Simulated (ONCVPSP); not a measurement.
**scandium ONCV: all-electron and pseudo phase curves**

```json
{"Element": "Sc (Z = 21)", "Generator": "ONCVPSP 4.0.1", "Type": "optimised norm-conserving Vanderbilt (ONCV)", "Functional": "PBE", "Relativity": "scalar-relativistic", "Frozen core": "[Ne]", "Valence charge": "11", "Reference configuration": "3s2 3p6 3d1 4s1.5 4p0.5", "Partial waves": "3s+4s: rc 1.40 bohr, ncon 4, nbas 8, qcut 8.4 1/bohr, 2 projectors; 3p+4p: rc 2.40 bohr, ncon 3, nbas 7, qcut 7 1/bohr, 2 projectors; 3d: rc 1.80 bohr, ncon 3, nbas 7, qcut 7.3 1/bohr, 2 projectors, debl 2.9 Ha", "Local potential": "polynomial inside 1.35 bohr (lpopt 3, dvloc0 2 Ha)", "Core correction": "Teter function, fcfact 3.5, rcfact 1.6"}
```

The phase is arctan(r·R′/R) of the radial function R(r), unwrapped; energies in Ha, scanned from -4 to 5 Ha. A pole is an energy at which the radial function vanishes at the test radius. The pseudo phase is shifted by a multiple of π to meet the all-electron one at the reference energy, and phase errors are pseudo minus all-electron; the curves can meet again beyond the range given. Levels narrower than the energy grid can be missing from the lists of poles.

```tsv
channel	radius (bohr)	reference energy (Ha)	poles, all-electron	poles, pseudo	unbroken range about the reference energy with phases within 0.05 rad	phase error 1 Ha above the reference energy (rad)
s	1.42	-0.17	-0.71	-0.71	the whole range	-0.000
p	2.43	-0.06	-1.19, 2.24	-1.19, 2.25	below 4.0	+0.001
d	1.82	-0.14	0.52	0.52	the whole range	+0.002
```

Phases in the d channel:

| E (Ha) | all-electron | pseudo |
| --- | --- | --- |
| -3.98 | 1.325 | 1.325 |
| -3.50 | 1.303 | 1.303 |
| -3.02 | 1.274 | 1.275 |
| -2.54 | 1.235 | 1.236 |
| -2.06 | 1.176 | 1.177 |
| -1.58 | 1.076 | 1.077 |
| -1.10 | 0.861 | 0.863 |
| -0.62 | 0.169 | 0.171 |
| -0.14 | -1.047 | -1.047 |
| 0.34 | -1.485 | -1.484 |
| 0.82 | -1.689 | -1.687 |
| 1.30 | -1.876 | -1.874 |
| 1.78 | -2.196 | -2.192 |
| 2.26 | -3.044 | -3.041 |
| 2.74 | -3.994 | -3.994 |
| 3.22 | -4.339 | -4.338 |
| 3.70 | -4.487 | -4.484 |
| 4.18 | -4.571 | -4.567 |
| 4.66 | -4.628 | -4.622 |
